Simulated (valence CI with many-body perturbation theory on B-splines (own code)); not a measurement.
## W25+: calculated level list

Method: relativistic CI+MBPT: three valence electrons over a frozen Dirac-Fock core [Kr] 4d10, a basis of 8 s, 8 p, 9 d, 9 f, 6 g, 3 h, 2 i functions for each j, with the one-electron correlation potential Σ1, the two-electron term Σ2, the three-electron term Σ3, Breit, model QED; selected CI, second order for the rest (own B-spline code, finite nucleus).

No measured levels were compared; by estimate terms of the open shell hold to a few per cent of their energy, and close levels can change places. Core correlation moves these levels by up to 48000 cm⁻¹, and in measured spectra 5 to 20 % of such shifts remained as error; rates that hang on mixing are uncertain with them.

Levels 46 to 64 of 64, with energies above the lowest level, (4f5/2^3) J=9/2. "Leading %" is the weight of the configuration and term that name the level; weights of strongly mixed levels are sums over their largest components and can fall short. In the jj column 3d3/2^4 stands for four electrons in 3d with j = 3/2.

```
No.  Configuration  Term     J  E (eV)  Leading %  Second component             Leading jj      g
 46          4f²5s    ⁴H  11/2  115.08         88     12 % 4f²5s ²H  4f5/2 4f7/2 5s (97 %)  1.125
 47          4f²5s    ²H   9/2  115.55         49     42 % 4f²5s ⁴H  4f5/2 4f7/2 5s (93 %)  0.957
 48          4f²5s    ⁴F   7/2  116.40         86     11 % 4f²5s ²G  4f5/2 4f7/2 5s (98 %)  1.184
 49          4f²5s    ⁴F   9/2  116.70         49     33 % 4f²5s ²G  4f5/2 4f7/2 5s (98 %)  1.180
 50          4f²5s    ²F   5/2  117.24         65     31 % 4f²5s ⁴F  4f5/2 4f7/2 5s (91 %)  0.921
 51          4f²5s    ²G   7/2  117.32         47     41 % 4f²5s ²F  4f5/2 4f7/2 5s (95 %)  0.995
 52          4f²5s    ⁴H  13/2  117.45         94      6 % 4f²5s ²I      4f7/2^2 5s (66 %)  1.220
 53          4f²5s    ²H  11/2  118.70         80     10 % 4f²5s ⁴H      4f7/2^2 5s (56 %)  1.077
 54          4f²5s    ²G   9/2  120.27         49     47 % 4f²5s ⁴F      4f7/2^2 5s (98 %)  1.206
 55          4f²5s    ²D   5/2  120.59         47     40 % 4f²5s ⁴P  4f5/2 4f7/2 5s (84 %)  1.314
 56          4f²5s    ⁴P   1/2  120.77         85      8 % 4f²5s ²P      4f5/2^2 5s (75 %)  2.459
 57          4f²5s    ²D   3/2  120.82         59     16 % 4f²5s ⁴P  4f5/2 4f7/2 5s (74 %)  0.989
 58          4f²5s    ²F   7/2  121.00         58     32 % 4f²5s ²G      4f7/2^2 5s (98 %)  1.058
 59          4f²5s    ⁴P   3/2  122.24         79     14 % 4f²5s ²P  4f5/2 4f7/2 5s (94 %)  1.610
 60          4f²5s    ²I  13/2  122.87         94      6 % 4f²5s ⁴H  4f5/2 4f7/2 5s (66 %)  1.083
 61          4f²5s    ²I  11/2  122.96         91      7 % 4f²5s ²H  4f5/2 4f7/2 5s (59 %)  0.936
 62          4f²5s    ²P   1/2  123.26         89     10 % 4f²5s ⁴P  4f5/2 4f7/2 5s (91 %)  0.883
 63          4f²5s    ⁴P   5/2  124.61         59     38 % 4f²5s ²D      4f7/2^2 5s (93 %)  1.427
 64          4f²5s    ²P   3/2  125.55         70     24 % 4f²5s ²D      4f7/2^2 5s (82 %)  1.210
```

Where two levels of one J and parity lie close, their mixing, g and order are uncertain.
